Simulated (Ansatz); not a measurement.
Saddle point of AlN₂H₄Cl, closed shell (AlN₂H₄Cl ([NH2][Al]([NH2])[Cl]) → AlNHCl ([NH][Al][Cl]) + NH₃ (still joined by a long Al–N bond); bonds formed: N2–H4; bonds broken: N3–H4; bonds weakened to dative contacts: Al1–N2), PBE0-D4/def2-TZVP structure:

```tsv
atom	x (Å)	y (Å)	z (Å)
Al1	-0.7537	0.2711	0.5240
N2	0.7741	0.4992	-0.6274
N3	-0.3796	-1.3799	0.4379
H4	0.6287	-0.6684	-0.3864
Cl5	-1.8797	1.9094	1.1653
H6	0.6674	0.7450	-1.6026
H7	1.6385	0.8961	-0.2839
H8	-0.6957	-2.2725	0.7731
```

Energies are electronic, without zero-point energy. Barriers and step energies count from the start structure reached by relaxing down the imaginary mode; all methods use the PBE0-D4 structures, on which another method's saddle can fall below an end. Ansatz 0.2.0; basis: def2-TZVPP, with def2-QZVPP for the basis limit; cores frozen in the correlated methods. B3LYP uses VWN-RPA correlation. Extrapolation: Hartree–Fock as exp(−7.88 √X), correlation as X^−2.97.

| method | barrier (eV) | step energy (eV) |
| --- | --- | --- |
| SPW92 | 2.076 | 2.089 |
| PBE-D4 | 2.256 | 2.095 |
| BLYP-D4 | 2.387 | 2.133 |
| r2SCAN-D4 | 2.466 | 2.271 |
| B97M-V | 2.622 | 2.310 |
| PBE0-D4 | 2.497 | 2.308 |
| B3LYP-D4 | ? | 2.311 |
| r2SCAN0-D4 | 2.621 | 2.411 |
| BHLYP-D4 | 2.841 | 2.532 |
| CAM-B3LYP-D4 | 2.661 | 2.430 |
| wB97X-V | 2.678 | 2.436 |
| wB97M-V | 2.624 | 2.367 |
| B2PLYP | 2.570 | 2.286 |
| PBE-QIDH | ? | 2.376 |
| RPA on PBE | ? | 2.209 |
| HF | 3.267 | 2.783 |
| MP2 | 2.536 | 2.271 |
| CCSD | 2.736 | 2.409 |
| CCSD(T) | 2.602 | 2.296 |

(1) Fill in the withheld barriers. (To be estimated.)

T1 diagnostic: at most 0.018.

## Answers

(1) Computed: B3LYP-D4 2.572; PBE-QIDH 2.607; RPA on PBE 2.543 eV. Each is the energy of the saddle less that of the start structure, by the same method.

For comparison, the barrier by CCSD(T) at an estimated basis limit (MP2 extrapolated from triple and quadruple zeta, plus CCSD(T) − MP2 in triple zeta) is 2.615 eV.

Labels in which every atom is bracketed show which atoms are joined, not bond orders.

For scale, one of the runs: CCSD(T)/def2-TZVPP, 202 basis functions, launched by `ansatz run in.yaml --threads 4 --pin off --events-out ev --progress --plain --max-ram 9574MiB`. Hardware: 4 CPU threads of an Arm Neoverse V1, shared host. Wall time 39 s; peak host memory 2.4 GiB.
